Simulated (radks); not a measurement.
Excited configurations of Mo I: one electron is placed in a higher orbital outside [Kr] 4d5. The ground configuration is [Kr] 4d5 5s1. All-electron calculation, scalar-relativistic Kohn-Sham, BLYP, spin-polarised, spherical densities, finite nucleus; open shells are filled with parallel spins first (spin-orbit coupling, left out, can overturn this in heavy ions); Fermi nuclear charge, rms radius 4.4091 fm. Program: a radial shooting solver on a logarithmic mesh with Libxc functionals. Excitation = E - E(ground); binding = E(ion) - E, where the ion is the core of charge +1; n* = 1/sqrt(2 binding) in atomic units, and the quantum defect is n - n*.

outer orbital	excitation (eV)	binding (eV)	n*	quantum defect
5p	3.369	3.912	1.865	3.135
5d	5.784	1.496	3.015	1.985
6s	4.966	2.315	2.424	3.576
6p	5.546	1.735	2.801	3.199
7f	6.873	0.408	5.774	1.226

The Delta-SCF ionisation energy is 7.281 eV (NIST Atomic Spectra Database: 7.092 eV, measured). Self-interaction in the functional shifts the binding energies and quantum defects, so they are the method's values and not measured ones. Open shells are spherical and high-spin; term and fine-structure splittings are not resolved.
